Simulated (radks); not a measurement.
C I, 6 electrons, occupied as [He] 2s2 2p2.

All-electron calculation, non-relativistic Kohn-Sham, PBE, spin-unpolarised, spherical densities, point nucleus. Program: a radial shooting solver on a logarithmic mesh with Libxc functionals.

Energy parts (Ry):
total: -75.49642
kinetic: 75.23334
electron-nucleus: -175.95614
Hartree: 35.37637
exchange-correlation: -10.14998

Orbitals (lengths in bohr, moments of r in powers of bohr; r(90%) holds 90 % of the orbital's charge):
| orbital | occ. | eigenvalue (Ry) | <1/r> | <r^2> | r(90%) | <r^4> |
|---|---|---|---|---|---|---|
| 1s | 2 | -20.08408 | 5.643 | 0.09938 | 0.486 | 0.02616 |
| 2s | 2 | -1.00980 | 0.9203 | 2.994 | 2.52 | 17.71 |
| 2p | 2 | -0.38871 | 0.7682 | 4.258 | 3.13 | 46.65 |

The highest occupied level is 2p at -5.289 eV. Virial ratio -V/T = 2.00350. The electron density at the nucleus is 128.3 e/bohr^3.
